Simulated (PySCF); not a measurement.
## Circular dichroism: `C[Si@H]1C[C@@H]1F`, C$_{3}$H$_{7}$FSi

Molfile (atoms numbered from 1):
```
C3H7FSi
     RDKit          3D

 12 12  0  0  0  0  0  0  0  0999 V2000
    1.9073    0.2010   -0.1478 C   0  0  0  0  0  0  0  0  0  0  0  0
    0.2329    0.0275    0.7086 Si  0  0  1  0  0  4  0  0  0  0  0  0
   -1.3198    0.6655   -0.1569 C   0  0  0  0  0  0  0  0  0  0  0  0
   -1.1645   -0.8592   -0.2218 C   0  0  2  0  0  0  0  0  0  0  0  0
   -2.1200   -1.5653    0.4736 F   0  0  0  0  0  0  0  0  0  0  0  0
    2.3896    1.1306    0.1385 H   0  0  0  0  0  0  0  0  0  0  0  0
    2.5744   -0.6108    0.1266 H   0  0  0  0  0  0  0  0  0  0  0  0
    1.8020    0.1979   -1.2288 H   0  0  0  0  0  0  0  0  0  0  0  0
    0.2074   -0.0527    2.1582 H   0  0  0  0  0  0  0  0  0  0  0  0
   -1.2809    1.1789   -1.1078 H   0  0  0  0  0  0  0  0  0  0  0  0
   -2.1606    0.9972    0.4362 H   0  0  0  0  0  0  0  0  0  0  0  0
   -1.0666   -1.3113   -1.2046 H   0  0  0  0  0  0  0  0  0  0  0  0
  1  2  1  0
  2  3  1  0
  3  4  1  0
  4  5  1  0
  4  2  1  0
  1  6  1  0
  1  7  1  0
  1  8  1  0
  2  9  1  1
  3 10  1  0
  3 11  1  0
  4 12  1  6
M  END
```

Method used: PySCF, TDDFT BHandHLYP/aug-cc-pVDZ circular dichroism and optical rotation, one conformer, gas phase. Geometry: GFN2-xTB.

(1) Assign R or S to each stereocentre.

(2) List the lowest 12 singlet excitations with oscillator and rotatory strengths.

Answers

(1) Si2 S, C4 R.

(2) Rotatory strengths R in 10⁻⁴⁰ esu² cm², velocity form and length form (origin at the centre of mass); f in length form.
| state | E (eV) | λ (nm) | f | R (velocity) | R (length) | main |
| --- | --- | --- | --- | --- | --- | --- |
| 1 | 6.12 | 203 | 0.005 | -7.3 | -7.2 | HOMO→LUMO 0.86 |
| 2 | 6.17 | 201 | 0.008 | -25.6 | -25.5 | HOMO→LUMO+2 0.57 |
| 3 | 6.36 | 195 | 0.116 | +29.9 | +29.2 | HOMO→LUMO+1 0.88 |
| 4 | 6.75 | 184 | 0.003 | -0.8 | -0.8 | HOMO→LUMO+3 0.76, HOMO→LUMO+2 0.08 |
| 5 | 6.96 | 178 | 0.028 | +28.8 | +28.7 | HOMO→LUMO+6 0.27, HOMO→LUMO+2 0.17 |
| 6 | 7.19 | 172 | 0.007 | +5.2 | +5.6 | HOMO→LUMO+5 0.38, HOMO−1→LUMO 0.11 |
| 7 | 7.33 | 169 | 0.011 | +3.5 | +3.2 | HOMO→LUMO+4 0.32, HOMO→LUMO+5 0.27 |
| 8 | 7.42 | 167 | 0.004 | -0.4 | -0.7 | HOMO−1→LUMO+1 0.29, HOMO→LUMO+4 0.29 |
| 9 | 7.55 | 164 | 0.004 | -0.2 | -0.3 | HOMO→LUMO+7 0.51, HOMO→LUMO+6 0.15 |
| 10 | 7.58 | 164 | 0.012 | -10.5 | -10.3 | HOMO−1→LUMO+2 0.50, HOMO→LUMO+5 0.13 |
| 11 | 7.60 | 163 | 0.037 | -21.5 | -20.9 | HOMO−1→LUMO 0.60, HOMO−1→LUMO+1 0.14 |
| 12 | 7.70 | 161 | 0.071 | +14.1 | +13.8 | HOMO→LUMO+6 0.22, HOMO→LUMO+8 0.21 |

Among the states computed, the strongest CD band (largest |R|) is state 3. The largest dissymmetry factor in size, g = 4R/(D+G), with D and G the electric and magnetic dipole strengths, is -0.027 for state 2 (velocity form, f = 0.009), among bands with |R| over 0.5. The mirror image has the same energies and oscillator strengths and all R with the opposite sign.
